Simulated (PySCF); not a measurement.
**Al⁺ (aluminium, charge +1): UHF calculation**

Configuration: [Ne] 3s2, closed-shell 1S. Computed with PySCF 2.14 in cc-pVDZ-DK, with the spin-free X2C one-electron Hamiltonian (Gaussian nucleus).

- Total energy: -242.103608 hartree
- One-electron energy: -333.4013 hartree
- Hartree (Coulomb) energy: 109.2392 hartree
- Exchange energy: -17.9416 hartree
- ⟨S²⟩: 0.0000
- ⟨L²⟩: 0.000
- Sum of ⟨r⟩: 9.945 bohr
- Sum of ⟨r²⟩: 17.37 bohr²
- Langevin diamagnetic susceptibility: -13.8 ×10⁻⁶ cm³/mol
- Time after the integrals: 0.04 s of wall time on 1 thread of Neoverse-V1 (shared host)

| shell | electrons | mean orbital energy (eV) | rms radius, mean of both spins (bohr) |
| --- | --- | --- | --- |
| 1s | 2 | -1603.8 | 0.139 |
| 2s | 2 | -142.54 | 0.675 |
| 2p | 6 | -95.904 | 0.674 |
| 3s | 2 | -17.786 | 2.62 |

Densities and radii are taken from the X2C orbitals without a picture-change correction, which distorts them close to the nucleus.
